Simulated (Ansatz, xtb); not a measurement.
**Relative energy of two isomers of CH6B2O2**

Structure a is `BOB(C)O`, a singlet and structure b is `CBOBO`, a singlet. Both are isolated molecules in the gas phase, relaxed with PBE-D3(BJ)/def2-SVP; the shapes shown needn't be the lowest conformers.

a (Å):

| atom | x (Å) | y (Å) | z (Å) |
| --- | --- | --- | --- |
| C | 1.7770 | -0.6549 | -0.1009 |
| B | -1.3025 | 0.2799 | 0.3940 |
| B | 0.5504 | -0.5886 | -1.0787 |
| O | -0.7665 | -0.4510 | -0.6148 |
| O | 0.7190 | -0.7071 | -2.4265 |
| H | -2.4748 | 0.0906 | 0.6673 |
| H | -0.6245 | 1.1072 | 0.9872 |
| H | 1.7946 | 0.2373 | 0.5603 |
| H | 1.6831 | -1.5323 | 0.5738 |
| H | 2.7432 | -0.7258 | -0.6345 |
| H | -0.1381 | -0.6599 | -2.8925 |

b (Å):

```csv
atom,x (Å),y (Å),z (Å)
C,-0.8944,-1.0243,-1.0712
B,-1.9908,-0.6956,-0.0027
B,-3.2343,1.0481,1.2228
O,-2.2924,0.6137,0.2989
O,-3.4145,2.3811,1.3988
H,-1.3322,-1.6574,-1.8742
H,-0.1047,-1.6593,-0.6119
H,-0.4209,-0.1345,-1.5298
H,-2.5988,-1.5820,0.5841
H,-3.9047,0.2792,1.8811
H,-2.8204,2.8934,0.8148
```

Q: Estimate which is lower in electronic energy at CCSD(T)/def2-SVP + ΔMP2/def2-TZVPP, and by roughly how much.

A: Too close to call at this level: CCSD(T)/def2-SVP + ΔMP2/def2-TZVPP gives E(b) − E(a) = −1.87 kcal/mol.

The same difference at several levels:

```csv
level,geometry,E(b) − E(a) (kcal/mol),departure from the last row (kcal/mol),"job, with rough time for the two"
PBE-D3(BJ)/def2-SVP,PBE-D3(BJ)/def2-SVP,−1.80,+0.06,"optimisation, 1.8 min"
HF/def2-SVP,PBE-D3(BJ)/def2-SVP,−2.06,−0.19,part of the CCSD(T) run
MP2/def2-SVP,PBE-D3(BJ)/def2-SVP,−1.85,+0.02,part of the CCSD(T) run
CCSD(T)/def2-SVP,PBE-D3(BJ)/def2-SVP,−1.66,+0.21,single point
CCSD(T)/def2-SVP + ΔMP2/def2-TZVPP,PBE-D3(BJ)/def2-SVP,−1.87,,"single point, 24 s"
```

As drawn, both hold the same kinds of bond in the same numbers.

The largest departure from CCSD(T)/def2-SVP + ΔMP2/def2-TZVPP is that of CCSD(T)/def2-SVP, 0.21 kcal/mol. Levels run at GFN2-xTB geometries aren't shown. The last row adds to CCSD(T) the change of the MP2 difference between the two basis sets, here −0.21 kcal/mol.

With harmonic frequencies from PBE-D3(BJ)/def2-SVP (ideal gas, rigid rotor, one conformer each, 400 K, 1 atm): on the last row, ΔE + ΔZPE = −1.76, ΔH = −1.81, ΔG = −1.88 kcal/mol.

The correlated steps freeze 5 core orbitals. Mirror images aren't counted in ΔG. Codes used: Ansatz 0.2.0; the last row on 2 threads of Arm Neoverse V2 on a shared host.
